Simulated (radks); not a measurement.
Coherent X-ray form factor from a spherical all-electron density. Calculated with a radial shooting solver on a logarithmic mesh with Libxc functionals: non-relativistic Kohn-Sham, TPSS, spin-polarised, spherical densities, point nucleus; meta-GGA in the generalised Kohn-Sham scheme.

| sin(theta)/lambda (1/angstrom) | f0 (electrons) |
|---|---|
| 0.05 | 28.449 |
| 0.1 | 27.055 |
| 0.15 | 25.275 |
| 0.2 | 23.394 |
| 0.25 | 21.529 |
| 0.3 | 19.729 |
| 0.4 | 16.435 |
| 0.5 | 13.672 |
| 0.6 | 11.493 |
| 0.8 | 8.650 |
| 1 | 7.135 |
| 1.25 | 6.058 |
| 1.5 | 5.249 |
| 2 | 3.794 |

The species is in the configuration that NIST lists as its ground one. Which atom or ion scatters so?

Answer. Neutral copper, [Ar] 3d10 4s1. Extrapolating in s^2 from the first two rows gives f0(0) = 28.9, near the electron count 29; among species with that count, the fall with angle is slower the higher Z, and the table is that of Z = 29; from so few rows the species is fixed only to a neighbour or two.
